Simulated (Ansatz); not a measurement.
CH6OSiZn (`C[SiH2][O][ZnH]`), 10 atoms. Charge 0, multiplicity 1. For Zn the d shell is correlated and the shells below it are frozen. Scalar relativity is left out up to krypton. Hardware: A = 2 threads of an AMD EPYC 7R13 on a shared host; B = 2 threads of an AMD EPYC 7R13 on a shared host and a share of an NVIDIA H100 80 GB. Correlated methods freeze the cores. Open-shell runs search over several starts.

How many basis functions does each run have, and how long does it take in Ansatz? UHF-MP2 with 3s3p of Cu, Zn/def2-QZVPP energy of the cation [B]; RKS PBE0-D4/def2-QZVPP energy [B]; UKS ωB97M-V/def2-TZVPP energy of the cation [A]; RHF-MP2 with 3s3p of Cu, Zn/def2-QZVPP energy [B]; UHF-CCSD(T) with 3s3p of Cu, Zn/def2-TZVPP energy of the cation [B]; RKS ωB97M-V/def2-TZVPP energy and forces [A]; UKS B2PLYP (frozen core with 3s3p of Cu, Zn)/def2-TZVPP energy of the cation [A]; RKS PBE-QIDH (frozen core with 3s3p of Cu, Zn)/def2-TZVPP energy [A]; RKS LC-ωPBE/def2-TZVPP energy [A]; RKS PBE0-D4/def2-TZVP frequencies [B]; RHF-CCSD(T) with 3s3p of Cu, Zn/def2-TZVPP energy [B]; RKS ωB97M-V/def2-SVP energy [A]. (Best estimate.)

The calculation gave: Other jobs shared the machine, so times are rough.

```json
{"level": "RKS LC-ωPBE/def2-TZVPP", "job": "energy [A]", "functions": "252", "wall time": "3.7 s", "peak host memory (GiB)": "0.52"}
{"level": "RKS ωB97M-V/def2-SVP", "job": "energy [A]", "functions": "107", "wall time": "6.5 s", "peak host memory (GiB)": "0.52"}
{"level": "RKS PBE-QIDH (frozen core with 3s3p of Cu, Zn)/def2-TZVPP", "job": "energy [A]", "functions": "252", "wall time": "8 s", "peak host memory (GiB)": "0.67"}
{"level": "RHF-MP2 with 3s3p of Cu, Zn/def2-QZVPP", "job": "energy [B]", "functions": "464", "wall time": "8 s", "peak host memory (GiB)": "1"}
{"level": "RHF-CCSD(T) with 3s3p of Cu, Zn/def2-TZVPP", "job": "energy [B]", "functions": "252", "wall time": "9 s", "peak host memory (GiB)": "0.79"}
{"level": "RKS PBE0-D4/def2-QZVPP", "job": "energy [B]", "functions": "464", "wall time": "10 s", "peak host memory (GiB)": "1"}
{"level": "RKS ωB97M-V/def2-TZVPP", "job": "energy and forces [A]", "functions": "252", "wall time": "16 s", "peak host memory (GiB)": "0.94"}
{"level": "UHF-CCSD(T) with 3s3p of Cu, Zn/def2-TZVPP", "job": "energy of the cation [B]", "functions": "252", "wall time": "50 s", "peak host memory (GiB)": "0.82"}
{"level": "UHF-MP2 with 3s3p of Cu, Zn/def2-QZVPP", "job": "energy of the cation [B]", "functions": "464", "wall time": "61 s", "peak host memory (GiB)": "1.1"}
{"level": "UKS ωB97M-V/def2-TZVPP", "job": "energy of the cation [A]", "functions": "252", "wall time": "87 s", "peak host memory (GiB)": "1.7"}
{"level": "UKS B2PLYP (frozen core with 3s3p of Cu, Zn)/def2-TZVPP", "job": "energy of the cation [A]", "functions": "252", "wall time": "120 s", "peak host memory (GiB)": "1.2"}
{"level": "RKS PBE0-D4/def2-TZVP", "job": "frequencies [B]", "functions": "183", "wall time": "2.3 min", "peak host memory (GiB)": "0.83"}
```

LC-ωPBE has ω = 0.4 bohr⁻¹.
